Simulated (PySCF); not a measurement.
Compound: CH10OSi3.
SMILES with atom numbers: `[CH3:1][SiH2:2][Si@H:3]([OH:4])[SiH3:5]` (hydrogens: H6, H7, H8 on C1; H9, H10 on Si2; H11 on Si3; H12 on O4; H13, H14, H15 on Si5)

A GFN2-xTB structure was refined with PBE0-D3(BJ)/def2-SVP geometry optimisation, gas phase (PySCF). Its GFN2-xTB values:

```json
{"coordinate": "C1–Si2", "GFN2-xTB": "1.901 Å"}
{"coordinate": "C1–H6", "GFN2-xTB": "1.086 Å"}
{"coordinate": "Si2–Si3", "GFN2-xTB": "2.313 Å"}
{"coordinate": "Si2–H9", "GFN2-xTB": "1.473 Å"}
{"coordinate": "Si2–H10", "GFN2-xTB": "1.473 Å"}
{"coordinate": "Si3–O4", "GFN2-xTB": "1.641 Å"}
{"coordinate": "Si3–Si5", "GFN2-xTB": "2.320 Å"}
{"coordinate": "Si3–H11", "GFN2-xTB": "1.484 Å"}
{"coordinate": "O4–H12", "GFN2-xTB": "0.953 Å"}
{"coordinate": "Si5–H13", "GFN2-xTB": "1.466 Å"}
{"coordinate": "C1–Si2–Si3", "GFN2-xTB": "108.2°"}
{"coordinate": "Si2–Si3–O4", "GFN2-xTB": "100.2°"}
{"coordinate": "Si2–Si3–Si5", "GFN2-xTB": "119.3°"}
{"coordinate": "O4–Si3–Si5", "GFN2-xTB": "111.0°"}
{"coordinate": "C1–Si2–Si3–O4", "GFN2-xTB": "171°"}
```

**Question.** How do these coordinates change at the PBE0-D3(BJ)/def2-SVP level?

**Answer.** 
```tsv
coordinate	PBE0-D3(BJ)/def2-SVP (Å or °)	change
Si3–O4	1.678	+0.037
Si3–Si5	2.353	+0.033
Si5–H13	1.498	+0.032
Si2–Si3	2.342	+0.029
Si2–H9	1.498	+0.025
Si2–H10	1.497	+0.024
Si3–H11	1.505	+0.021
C1–Si2	1.886	-0.015
C1–H6	1.101	+0.015
O4–H12	0.962	+0.009
Si2–Si3–Si5	109.4	-9.9
Si2–Si3–O4	108.1	+7.9
C1–Si2–Si3	108.8	+0.6
O4–Si3–Si5	111.3	+0.3
C1–Si2–Si3–O4	180	+9
```

The energy falls by 6.2 kcal/mol over 11 energy and gradient evaluations, the largest force component goes from 0.0215 to 3.9e-04 Eh/bohr, and the atoms move by 0.240 Å rms after alignment. The bond that changes most is Si3–O4 (oxygen-bound silicon to silanol oxygen), which lengthens by 0.037 Å. Bonds longer at the end by more than 0.005 Å: 13 of 14; shorter: 1. Among the dihedrals that turn most is H10–Si2–Si3–H11, from 43° to 63°. Rotational constants go from 2832, 1438, 1034 to 2633, 1483, 1046 MHz.

The run used 132 basis functions and 69 SCF cycles in all. Time: 2.2 min. Hardware: x86-64 server, one thread, shared host.

PBE0-D3(BJ)/def2-SVP frequencies: not computed here. The numbers are those of one conformer.
